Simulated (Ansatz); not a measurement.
## CH2OSi2: where a starting geometry ends

The starting geometry of this gas-phase singlet was optimised with GFN2-xTB; its bonds are those of `O=[SiH]C=[Si]`.

```xyz
6

C    -0.2772    1.5912   -0.4059
O    -0.2039   -1.2860   -1.0614
Si   -0.8578   -0.1555   -0.2950
Si    1.1094    1.8464   -1.4833
H    -1.9992   -0.3158    0.6001
H    -0.7809    2.3612    0.1641
```

Question: Where would you expect an optimisation with B3LYP/6-31G* to take it?

Answer: New bonds form, giving a structure given below by its coordinates. Contacts that close: O2–Si4 (3.42 → 1.82 Å), Si3–Si4 (3.05 → 2.44 Å).

The energy falls by 0.93 eV over 16 steps:

```csv
step,E − E(last) (eV)
1,0.929
3,0.841
4,0.823
6,0.658
8,0.285
9,0.053
11,0.005
13,0.000
14,0.000
16,0.000
```

Final geometry (Å):

```csv
atom,x (Å),y (Å),z (Å)
C,-0.3872,1.6944,-0.2911
O,0.0983,-0.6344,-1.1767
Si,-0.9746,0.0815,-0.1529
Si,0.8689,0.9860,-1.4640
H,-2.0089,-0.7667,0.5087
H,-0.6062,2.6806,0.0947
```

Frequencies at the end are all real (lowest 97 cm⁻¹). Run with Ansatz 0.2.0, 19 s on 1 thread of Intel(R) Xeon(R) 6975P-C (Granite Rapids) (shared host).
